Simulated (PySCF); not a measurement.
F2H5NSSi2, SMILES N[SiH2]S[SiH](F)F. Atoms are numbered in the order given.

```xyz
11

Si     1.5978     0.1450    -0.1770
F      1.6471     1.7607    -0.1780
F      1.2119    -0.2646    -1.6984
S      0.1256    -0.5930     1.1109
Si    -1.5729    -0.2727    -0.2286
N     -3.0460    -0.1481     0.6424
H      2.9405    -0.3637     0.1514
H     -1.6666    -1.4463    -1.1293
H     -1.3020     0.9922    -0.9544
H     -3.2283     0.6483     1.2441
H     -3.5112    -0.9829     0.9828
```

The structure is a stationary point at ωB97X-D3(BJ)/def2-SVP. This is a generated structure with no PubChem entry under its InChIKey; it may be hypothetical. One conformer was computed; it need not be the lowest.

Two levels are set side by side: PBE/pcSseg-1 (PySCF) and PBE0/pcSseg-1 (PySCF). GIAO shifts against CFCl3 (¹⁹F), H2S (³³S), NH3 (¹⁵N), TMS (²⁹Si), TMS (¹H) at the same level; non-relativistic, no solvent, atoms listed together averaged. Differences are taken from unrounded values.

| quantity | PBE |
|---|---|
| δ(²⁹Si) of Si1 (ppm) | -6.3 |
| δ(³³S) of S4 (ppm) | 62.1 |
| δ(²⁹Si) of Si5 (ppm) | -29.6 |
| δ(¹⁵N) of N6 (ppm) | 28.4 |
| δ(¹H) of H7 (ppm) | 5.76 |

These are the PBE values. What does PBE0 give? (Estimate from the structure and the level; the computed values follow.)


```tsv
quantity	PBE0	PBE minus PBE0
δ(²⁹Si) of Si1 (ppm)	-6.4	0.2
δ(³³S) of S4 (ppm)	37.0	25.1
δ(²⁹Si) of Si5 (ppm)	-27.7	-1.8
δ(¹⁵N) of N6 (ppm)	23.2	5.3
δ(¹H) of H7 (ppm)	5.50	0.26
```

Rough cost on one machine, each run with all the roots and properties that it gave: PBE0 against PBE within a factor of 2.
